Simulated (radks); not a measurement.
Q: The mean radii <r> (bohr) of the occupied orbitals of an atom or ion are listed with their occupations. All-electron calculation, scalar-relativistic Kohn-Sham, r2SCAN, spin-unpolarised, spherical densities, finite nucleus; meta-GGA in the generalised Kohn-Sham scheme; Fermi nuclear charge, rms radius of each element as measured or else 0.836 A^(1/3) + 0.57 fm. Program: a radial shooting solver on a logarithmic mesh with Libxc functionals.

orbital  occ.      <r>
1s          2  0.02318
2s          2  0.09893
2p          6  0.08711
3s          2   0.2601
3p          6   0.2585
3d         10   0.2362
4s          2   0.5932
4p          6   0.6279
4d         10   0.6887
5s          2    1.446
5p          6    1.685
6s          1    4.070
4f          5    1.050

Name the element and its charge.

A: Z = 61, promethium, charge +1: Pm+ in [Xe] 4f5 6s1. The 1s radius gives Z: for a bare nucleus <r> = (2 gamma + 1)/(2Z) with gamma = sqrt(1 - (Z/c)^2), 0.02288 bohr for Z = 61, and screening makes it slightly larger (0.02318 here). The occupations add up to 60, and the charge is Z minus that.
